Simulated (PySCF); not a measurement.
Some computed properties have been withheld. Give your best values.

Species: 4-methyl-1,3-dithiane, C5H10S2.
Z-matrix (Å and degrees, PBE0-D3(BJ)/def2-SVP geometry), rows numbered from 1:
```
C 
C   1  1.5190
C   2  1.5249  1  112.04
C   3  1.5218  2  114.82  1  -173.92
S   4  1.8132  3  114.31  2   -66.74
C   5  1.8065  4   97.80  3    58.43
S   6  1.8079  5  115.22  4   -60.76
H   1  1.1001  2  111.26  3  -179.13
H   1  1.1012  2  110.78  3   -58.81
H   1  1.1010  2  110.27  3    60.76
H   2  1.1056  1  109.15  3  -120.73
H   3  1.1054  2  107.68  1   -53.56
H   3  1.1027  2  109.08  1    62.55
H   4  1.1001  3  110.53  2   175.10
H   4  1.1042  3  110.63  2    56.78
H   6  1.0994  5  106.95  4  -179.07
H   6  1.1028  5  109.92  4    64.05
```

| property | level | value |
| --- | --- | --- |
| point group | PBE0-D3(BJ)/def2-SVP | C1 |
| rotational constants A, B, C | PBE0-D3(BJ)/def2-SVP | ? |
| dipole moment | B3LYP/def2-SVPD | 2.30 D |
| HOMO energy | B3LYP/def2-SVPD | -6.07 eV |
| LUMO energy | B3LYP/def2-SVPD | -0.03 eV |
| lowest singlet excitation | TDDFT B3LYP/def2-SVPD | ? |
| strongest line among the 10 lowest singlet transitions | TDDFT B3LYP/def2-SVPD | S9 at 6.26 eV (198 nm, f = 0.059) |
| lowest triplet excitation (Tamm–Dancoff) | TDA B3LYP/def2-SVPD | 4.57 eV |
| static isotropic polarisability | B3LYP/def2-SVPD | 101.0 au |
| vertical ionisation energy | ΔSCF B3LYP/def2-SVPD | 8.13 eV |
| electronic spatial extent ⟨r²⟩ about the centre of nuclear charge | B3LYP/def2-SVPD | 1142 bohr² |
| 13C chemical shifts (computed TMS as zero) by class | GIAO KT2/pcSseg-1 | 46.3 (C2), 45.5 (C6), 38.3 (C3), 38.3 (C4), 24.2 (C1) ppm |
| 1H chemical shifts (computed TMS as zero) by class | GIAO KT2/pcSseg-1 | 4.44 (H17), 3.48 (H16), 2.85 (H15), 2.72 (H14), 2.56 (H11), 1.89 (H12), 1.20 (H13), 1.16 (H8/H9/H10) ppm |
| isotropic shieldings of nuclei other than C and H, by class | GIAO KT2/pcSseg-1 | ? |

The electronic properties come from PySCF, for the isolated species, density fitting. NMR classes are plain means over equivalent atoms (diastereotopic ones count apart unless rotation or inversion swaps them), as if these changed places fast; in this geometry the members of some classes differ.

Problem. The isotropic shieldings of nuclei other than C and H, by class?

Solution. 431 (S7), 481 (S5) ppm.

Problem. The rotational constants A, B, C?

Solution. 2.925, 1.495, 1.066 GHz.

Problem. Give the lowest singlet excitation.

Solution. 4.99 eV (248 nm, f = 0.006).

The vertical singlet–triplet gap S1 − T1 is 0.42 eV (TDDFT singlet less Tamm–Dancoff triplet; S1: HOMO→LUMO, weight 0.94; T1: HOMO→LUMO, weight 0.88). The ΔSCF ionisation energy exceeds −ε(HOMO) by 2.06 eV with B3LYP. The 10 singlets span 4.99 to 6.35 eV, and their oscillator strengths add up to 0.20. The rotational constants make it an asymmetric top with κ = (2B − A − C)/(A − C) = -0.54, nearer the prolate limit (−1). The principal polarisabilities are 82.3, 103.8 and 116.8 au; their mean is the isotropic value. No computed singlet falls in the visible range (750 to 380 nm, 1.65 to 3.26 eV); S1 lies 1.73 eV above its blue end.

One conformer stands for the species.
